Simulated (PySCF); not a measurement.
Atoms are numbered as in `[CH3:1][S:2][Si@H:3]([CH3:4])[C:5]#[N:6]` (H(Xn): hydrogen on atom n).

Geometry: PBE0-D3(BJ)/def2-SVP; GIAO absolute shieldings from PySCF, gas phase, non-relativistic, averaged over equivalent atoms.

At PBE0/6-31G (76 basis functions, 7 s wall time on 1 thread of an Intel Xeon Platinum 8488C, shared host):
```csv
atoms,σ (ppm)
C5,78.9
C1,184.3
C4,203.3
S2,756.2
Si3,449.8
N6,-66.2
H(Si3),27.89
H(C1),30.43
H(C4),31.96
```

**Question.** What do these become at PBE0/cc-pVDZ?

**Answer.** 
| atoms | σ at PBE0/cc-pVDZ | change |
| --- | --- | --- |
| C5 | 79.0 | +0.1 |
| C1 | 182.2 | -2.1 |
| C4 | 200.4 | -2.9 |
| S2 | 731.6 | -24.6 |
| Si3 | 442.0 | -7.8 |
| N6 | -64.4 | +1.8 |
| H(Si3) | 26.42 | -1.47 |
| H(C1) | 29.25 | -1.18 |
| H(C4) | 30.80 | -1.16 |

The largest change is at S2 (sulfur bonded to C, Si). Cost: 127 basis functions, 12 s wall time on 1 thread of an Intel Xeon Platinum 8488C, shared host. The order of the carbon signals is the same at both levels.
